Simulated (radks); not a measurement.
The numbers below are computed, except where a source is named.
Ionisation of Pt, [Xe] 4f14 5d9 6s1, to Pt+, [Xe] 4f14 5d9, under several functionals. Scalar-relativistic Kohn-Sham, spin-polarised, spherical densities, finite nucleus; open shells are filled with parallel spins first (spin-orbit coupling, left out, can overturn this in heavy ions); a radial shooting solver on a logarithmic mesh with Libxc functionals.

\begin{tabular}{lrrrrrr}
functional & E(Pt) (hartree) & Exc (hartree) & IE (eV) & -e(HOMO) (eV) & <r> HOMO (bohr) & IE error (eV) \\ \hline
RPBE & -18410.2273 & -354.6859 & 9.395 & 5.541 & 1.693 & +0.436 \\
B86b exchange with PBE correlation & -18411.0279 & -355.4778 & 9.530 & 5.642 & 1.694 & +0.571 \\
SOGGA & -18403.9440 & -348.3981 & 9.437 & 5.538 & 1.691 & +0.478 \\
PBE & -18409.6971 & -354.1477 & 9.508 & 5.622 & 1.695 & +0.549 \\
LDA (Slater exchange, VWN5 correlation) & -18399.4643 & -343.9374 & 9.805 & 5.919 & 1.698 & +0.846 \\
LDA (Slater exchange, Perdew-Wang correlation) & -18399.4313 & -343.9038 & 9.799 & 5.920 & 1.699 & +0.841 \\
XLYP & -18411.7100 & -356.1294 & 9.507 & 5.598 & 1.709 & +0.548 \\
r2SCAN & -18411.7777 & -354.7813 & 9.510 & 5.604 & 1.678 & +0.552 \\
revPBE & -18410.0771 & -354.5350 & 9.404 & 5.541 & 1.692 & +0.445 \\
SCAN & -18412.4802 & -355.6050 & 9.787 & 5.717 & 1.681 & +0.828 \\
BLYP & -18410.6921 & -355.1128 & 9.481 & 5.568 & 1.707 & +0.522 \\
\end{tabular}

NIST Atomic Spectra Database: 8.959 eV (measured). Closest: RPBE. The Delta-SCF values span 0.41 eV, the total energies 13.05 hartree. The highest occupied level is 5d. Open shells are spherical and high-spin; term and fine-structure splittings are not resolved. Spin-orbit splitting is averaged out at the scalar-relativistic level.
